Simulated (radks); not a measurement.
The numbers below are computed, except where a source is named.
Effect of the nuclear size on neutral rubidium, [Kr] 5s1. Code: a radial shooting solver on a logarithmic mesh with Libxc functionals. Model: Dirac Kohn-Sham, LDA (Slater exchange, Perdew-Wang correlation), spin-unpolarised, spherical densities, finite nucleus; Fermi nuclear charge, rms radius 4.2036 fm. The rms radius is varied about that value; shifts are against it.

| rms radius (fm) | total energy shift (eV) | density at nucleus (e/bohr^3) | 1s1/2 shift (meV) | 2s1/2 shift (meV) | 3p1/2 shift (meV) | 4s1/2 shift (meV) |
|---|---|---|---|---|---|---|
| 3.4175 | -0.244 | 5.565e+04 | -104 | -10.6 | 0.172 | -0.200 |
| 3.9262 | -0.0915 | 5.5e+04 | -38.8 | -3.97 | 0.064 | -0.075 |
| 4.2036 | 0 | 5.468e+04 | 0.000 | 0.000 | 0.000 | 0.000 |
| 4.3633 | 0.0553 | 5.451e+04 | 23.5 | 2.40 | -0.039 | 0.045 |
| 5.1116 | 0.339 | 5.379e+04 | 144 | 14.7 | -0.238 | 0.278 |

Slopes of the eigenvalues against <r^2> in GHz/fm^2, as finite differences over the two radii next to the reference (eigenvalue slopes, not the field-shift constants of lines): 1s1/2 4160, 2s1/2 424, 3p1/2 -6.88, 4s1/2 8.02.
